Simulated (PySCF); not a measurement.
Species: diethoxychloroborane, C4H10BClO2.
SMILES: `CCOB(Cl)OCC`

A linear-response calculation (PySCF, def2-SVPD basis, gas phase, vertical, core orbitals frozen in the response) gave these numbers; the functional is withheld.

Orbital energies (eV): HOMO-3 -8.89, HOMO-2 -8.69, HOMO-1 -8.58, HOMO -8.30, LUMO 0.13, LUMO+1 0.62, LUMO+2 0.87.

```json
{"state": "S1", "E (eV)": "7.58", "f": "0.0039", "main configurations (H = HOMO, L = LUMO)": "H→L (97%)"}
{"state": "S2", "E (eV)": "7.85", "f": "0.015", "main configurations (H = HOMO, L = LUMO)": "H-1→L (89%)"}
{"state": "S3", "E (eV)": "7.96", "f": "0.023", "main configurations (H = HOMO, L = LUMO)": "H-2→L (82%)"}
{"state": "S4", "E (eV)": "8.05", "f": "0.067", "main configurations (H = HOMO, L = LUMO)": "H→L+1 (34%), H-1→L+1 (14%), H-2→L (11%)"}
{"state": "S5", "E (eV)": "8.12", "f": "0.065", "main configurations (H = HOMO, L = LUMO)": "H-3→L (32%), H→L+1 (27%), H-1→L+1 (17%)"}
{"state": "S6", "E (eV)": "8.18", "f": "0.068", "main configurations (H = HOMO, L = LUMO)": "H-3→L (58%), H→L+1 (24%)"}
```

Triplets, Tamm–Dancoff:

| state | E (eV) | λ (nm) | main configurations (H = HOMO, L = LUMO) |
| --- | --- | --- | --- |
| T1 | 7.28 | 170.4 | H→L+1 (44%), H→L+2 (38%), H→L+4 (13%) |
| T2 | 7.49 | 165.4 | H→L (95%) |
| T3 | 7.70 | 161.0 | H-1→L+1 (37%), H-1→L+2 (25%), H-2→L+1 (10%) |
| T4 | 7.74 | 160.2 | H-1→L (86%) |

Vertical ionisation energy by ΔSCF with the same functional: 10.30 eV. Mean static polarisability: 85.6 au.

**Question.** Which of these was used?
A. HF
B. wB97X-D
C. B3LYP
D. PBE

**Answer.** C. B3LYP is a global hybrid with 20% exact exchange. In this run −ε(HOMO) = 8.30 eV differs from the ΔSCF value by -2.00 eV, and S1 differs from the orbital gap of 8.43 eV by -0.85 eV. The ratio −ε(HOMO)/IP is 0.81. Usual ranges for neutral molecules in this basis: 0.67 to 0.83 with B3LYP, 0.5 to 0.7 with PBE, 0.89 to 0.99 with wB97X-D; Hartree–Fock can't fall below 1, since the ion's relaxation only lowers the ΔSCF value. The other options: PBE, a GGA without exact exchange; HF, time-dependent Hartree–Fock, 100% exact exchange; wB97X-D, range-separated, 22% exact exchange at short range and 100% at long range (ω = 0.2 bohr⁻¹).

Method used: PySCF 2.14.0, density-fitted response routines, TDDFT B3LYP/def2-SVPD, vertical, gas phase, core orbitals frozen in the response. Isolated species at its PBE0-D3(BJ)/def2-SVP geometry (one conformer only).

Hardware: an Arm Neoverse V1 with one thread, no GPU, shared host with 64 logical CPUs at a one-minute load of 26. Cost: 5.8 min wall (grids of density and orbitals included), 1.4 GiB resident at most.

Shape of the structure used: `[CH3:1][CH2:2][O:3][B:4]([Cl:5])[O:6][CH2:7][CH3:8]`: C1–C2–O3–B4 87°, C2–O3–B4–Cl5 2°, O3–B4–O6–C7 -1°, B4–O6–C7–C8 -85°.
